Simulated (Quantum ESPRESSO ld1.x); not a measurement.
Hg18+, configuration [Kr] 4d10 4f14 5s2. Method: Dirac Kohn-Sham, PBE, spin-unpolarised, spherical densities, point nucleus; computed with ld1.x of Quantum ESPRESSO 7.5.

Normalised radial functions P(r) = r R(r) (large component), r in bohr:

r	4s1/2	4p1/2	5s1/2
0.0009284	0.1828	0.0226	0.0932
0.001385	0.2421	0.0340	0.1234
0.00205	0.3119	0.0518	0.1590
0.003058	0.3899	0.0815	0.1988
0.004526	0.4593	0.1293	0.2340
0.006751	0.4930	0.2083	0.2510
0.009991	0.4410	0.3276	0.2241
0.01479	0.2445	0.4920	0.1234
0.02206	-0.1346	0.6735	-0.0704
0.03265	-0.5779	0.7522	-0.2957
0.0487	-0.7541	0.5145	-0.3803
0.07208	-0.2314	-0.1767	-0.1034
0.1075	0.8082	-0.9756	0.4235
0.1591	0.9862	-0.8223	0.4508
0.2355	-0.5042	0.6460	-0.3748
0.3513	-1.8556	1.8231	-0.7364
0.5199	-1.3168	1.3157	0.4219
0.7757	-0.3258	0.3593	1.3582
1.148	-0.0245	0.0322	0.7775
1.713	-0.0003	0.0005	0.1169
2.534	0.0000	0.0000	0.0033

4s1/2: eigenvalue -1163.0 eV, 3 radial nodes at r = 0.0195, 0.0792, 0.212 bohr, <r> = 0.398 bohr, 90 % of the charge inside 0.570 bohr. 4p1/2: eigenvalue -1047.6 eV, 2 radial nodes at r = 0.0664, 0.203 bohr, <r> = 0.399 bohr, 90 % of the charge inside 0.579 bohr. 5s1/2: eigenvalue -479.44 eV, 4 radial nodes at r = 0.0194, 0.0782, 0.202, 0.465 bohr, <r> = 0.820 bohr, 90 % of the charge inside 1.15 bohr.
